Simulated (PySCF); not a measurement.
C4H5ClSi, SMILES C#C[Si@H](Cl)C=C.

Geometry: PBE-D3(BJ)/def2-SVP. The structure was generated by enumeration; whether it is a known compound was not checked. The values are those of a single conformer.

Computed with PBE-D3(BJ)/def2-SVP (PySCF).

Frequencies are harmonic and unscaled.

Computed harmonic wavenumbers and intensities:
```json
[
 {"mode": "1", "ν (cm⁻¹)": "78", "IR (km/mol)": "0.1", "moving atoms (share of kinetic energy)": "C 50 %, H 29 %, Cl 15 %"},
 {"mode": "2", "ν (cm⁻¹)": "102", "IR (km/mol)": "0.5", "moving atoms (share of kinetic energy)": "C 65 %, H 18 %, Cl 12 %"},
 {"mode": "3", "ν (cm⁻¹)": "127", "IR (km/mol)": "1.5", "moving atoms (share of kinetic energy)": "C 46 %, Cl 20 %, Si 18 %, H 16 %"},
 {"mode": "4", "ν (cm⁻¹)": "174", "IR (km/mol)": "1.3", "moving atoms (share of kinetic energy)": "C 36 %, H 32 %, Cl 17 %, Si 14 %"},
 {"mode": "5", "ν (cm⁻¹)": "254", "IR (km/mol)": "5.0", "moving atoms (share of kinetic energy)": "C 74 %, H 22 %"},
 {"mode": "6", "ν (cm⁻¹)": "322", "IR (km/mol)": "11.2", "moving atoms (share of kinetic energy)": "C 73 %, Cl 13 %, H 9 %"},
 {"mode": "7", "ν (cm⁻¹)": "403", "IR (km/mol)": "11.7", "moving atoms (share of kinetic energy)": "C 53 %, H 22 %, Si 20 %"},
 {"mode": "8", "ν (cm⁻¹)": "487", "IR (km/mol)": "27.3", "moving atoms (share of kinetic energy)": "C 37 %, H 31 %, Cl 19 %, Si 12 %"},
 {"mode": "9", "ν (cm⁻¹)": "543", "IR (km/mol)": "69.4", "moving atoms (share of kinetic energy)": "Si 32 %, H 31 %, C 23 %, Cl 14 %"},
 {"mode": "10", "ν (cm⁻¹)": "622", "IR (km/mol)": "69.1", "moving atoms (share of kinetic energy)": "Si 44 %, C 41 %, H 9 %"},
 {"mode": "11", "ν (cm⁻¹)": "680", "IR (km/mol)": "10.7", "moving atoms (share of kinetic energy)": "C 38 %, H 38 %, Si 24 %"},
 {"mode": "12", "ν (cm⁻¹)": "700", "IR (km/mol)": "29.0", "moving atoms (share of kinetic energy)": "H 76 %, C 24 %"},
 {"mode": "13", "ν (cm⁻¹)": "707", "IR (km/mol)": "25.1", "moving atoms (share of kinetic energy)": "H 76 %, C 24 %"},
 {"mode": "14", "ν (cm⁻¹)": "786", "IR (km/mol)": "176.3", "moving atoms (share of kinetic energy)": "H 71 %, Si 20 %, C 9 %"},
 {"mode": "15", "ν (cm⁻¹)": "796", "IR (km/mol)": "181.0", "moving atoms (share of kinetic energy)": "H 86 %, Si 10 %"},
 {"mode": "16", "ν (cm⁻¹)": "956", "IR (km/mol)": "23.5", "moving atoms (share of kinetic energy)": "H 72 %, C 28 %"},
 {"mode": "17", "ν (cm⁻¹)": "976", "IR (km/mol)": "15.0", "moving atoms (share of kinetic energy)": "H 83 %, C 15 %"},
 {"mode": "18", "ν (cm⁻¹)": "996", "IR (km/mol)": "13.9", "moving atoms (share of kinetic energy)": "H 93 %"},
 {"mode": "19", "ν (cm⁻¹)": "1228", "IR (km/mol)": "2.2", "moving atoms (share of kinetic energy)": "H 72 %, C 27 %"},
 {"mode": "20", "ν (cm⁻¹)": "1369", "IR (km/mol)": "15.5", "moving atoms (share of kinetic energy)": "H 85 %, C 15 %"},
 {"mode": "21", "ν (cm⁻¹)": "1620", "IR (km/mol)": "8.7", "moving atoms (share of kinetic energy)": "C 87 %, H 13 %"},
 {"mode": "22", "ν (cm⁻¹)": "2087", "IR (km/mol)": "41.2", "moving atoms (share of kinetic energy)": "C 90 %, H 9 %"},
 {"mode": "23", "ν (cm⁻¹)": "2186", "IR (km/mol)": "94.6", "moving atoms (share of kinetic energy)": "H 97 %"},
 {"mode": "24", "ν (cm⁻¹)": "3052", "IR (km/mol)": "9.9", "moving atoms (share of kinetic energy)": "H 95 %"},
 {"mode": "25", "ν (cm⁻¹)": "3075", "IR (km/mol)": "1.9", "moving atoms (share of kinetic energy)": "H 92 %, C 8 %"},
 {"mode": "26", "ν (cm⁻¹)": "3148", "IR (km/mol)": "3.7", "moving atoms (share of kinetic energy)": "H 89 %, C 11 %"},
 {"mode": "27", "ν (cm⁻¹)": "3389", "IR (km/mol)": "50.9", "moving atoms (share of kinetic energy)": "H 86 %, C 14 %"}
]
```
